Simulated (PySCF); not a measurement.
**Ionisation energy of P+ by level of theory**

P+ [Ne] 3s2 3p2 (3P) → P(2+) [Ne] 3s2 3p1 (2P), as a difference of total energies. Computed with PySCF 2.14 in x2c-TZVPPall (5s5p3d1f, 42 functions), with the spin-free X2C one-electron Hamiltonian (Gaussian nucleus). Correlated levels: valence: [Ne] frozen; valence and next inner shell: 1s2 frozen. The calculations carry no spin-orbit coupling.

```
                                method  ionisation energy (eV)
                                   UHF                  19.150
                                   LDA                  19.810
                                   PBE                  19.776
                                  PBE0                  19.809
                                r2SCAN                  19.926
                               wB97M-V                  19.470
                             CAM-B3LYP                  19.740
                                 wB97X                  19.665
                               wB97X-V                  19.612
                                  ROHF                  19.161
                         MP2 (valence)                  19.595
                     SCS-MP2 (valence)                  19.505
    MP2 (valence and next inner shell)                  19.603
SCS-MP2 (valence and next inner shell)                  19.510
```

A first-order spin-orbit estimate (lowest level to lowest level, LS coupling) adds -0.007 eV.

Errors of the correlated levels include the incompleteness of this basis and the frozen core.

Task: Which method comes closest to the reference value, and which is furthest?

Result: The reference is 19.769 eV (semi-empirical (NIST evaluation); NIST Atomic Spectra Database, ionization energies). Closest: PBE (error 0.001 eV); furthest: UHF (error -0.626 eV), both after the spin-orbit estimate.
